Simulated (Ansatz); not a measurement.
`B[SiH](B)F` + HCl → `B[SiH](F)Cl` + BH₃  (cleavage of the Si–B bond)

Program: Ansatz. Geometries: PBE0-D4/def2-TZVP. ΔE: electronic, gas phase. CCSD(T)/CBS adds triple-zeta CCSD(T) − MP2 to the extrapolated MP2 energy (def2 sets, frozen cores). This one scheme is used for every species. Functionals use def2-TZVPP.

`B[SiH](B)F`:

Cartesian coordinates in Å:
```
B 0.716 1.515 0.151
Si -0.416 -0.071 0.604
B -0.187 -1.457 -0.820
F -0.147 -0.637 2.089
H 1.605 1.909 0.845
H 0.506 2.085 -0.880
H -1.844 0.376 0.564
H 0.249 -2.549 -0.610
H -0.483 -1.170 -1.943
```

HCl:

```xyz
2

Cl   -0.584   -0.163    0.203
H     0.584    0.163   -0.203
```

`B[SiH](F)Cl`:

```xyz
7

B    -0.283   -0.491    1.085
Si    0.061    0.159   -0.772
F    -1.182    0.913   -1.430
Cl    1.549    1.537   -0.423
H     0.394   -1.360    1.547
H    -1.094    0.039    1.782
H     0.555   -0.797   -1.789
```

BH₃:

Cartesian coordinates in Å:
```
B 0.000 0.000 0.000
H 0.349 -1.112 -0.255
H -0.069 0.358 1.137
H -0.280 0.755 -0.881
```

```tsv
level	ΔE (kcal/mol)	difference from CCSD(T)/CBS
PBE0-D4	-26.2	2.3
r2SCANh-D4	-27.7	0.8
r2SCAN0-D4	-28.3	0.2
BHLYP-D4	-30.3	-1.8
B2PLYP	-29.2	-0.7
PBE-QIDH	-28.8	-0.3
CAM-B3LYP	-28.5	0.0
CCSD(T)/def2-TZVPP	-27.8	0.7
HF/def2-QZVPP	-32.9	-4.4
MP2/CBS(def2)	-31.6	-3.1
CCSD(T)/CBS	-28.5	0
```

(1) What do rigid-rotor, harmonic-oscillator terms from PBE0-D4/def2-TZVP frequencies (298.15 K, 1 bar) make of the CCSD(T)/CBS value? (Best estimate.)

Largest T1 diagnostic among the species: 0.013.

## Answers

(1) Ansatz gave: ΔZPE = +1.0 kcal/mol, ΔH = -27.8 kcal/mol, ΔS = -4 J/(mol·K), ΔG = -27.4 kcal/mol.

From BLYP to BHLYP (50 % exact exchange), in def2-TZVPP and without D4, ΔE moves by −3.7 kcal/mol. Leaving LDA and LC-ωPBE aside and taking each functional with its dispersion term where it has one, the values, not all of them listed here, spread over 6.2 kcal/mol, from BHLYP-D4 to PBE-D4. LDA lies +1.4 kcal/mol from PBE without D4. In def2-TZVPP, CCSD(T) changes the Hartree–Fock value by +4.9 kcal/mol (the triples alone add +0.3 kcal/mol) and MP2 by +1.8 kcal/mol.
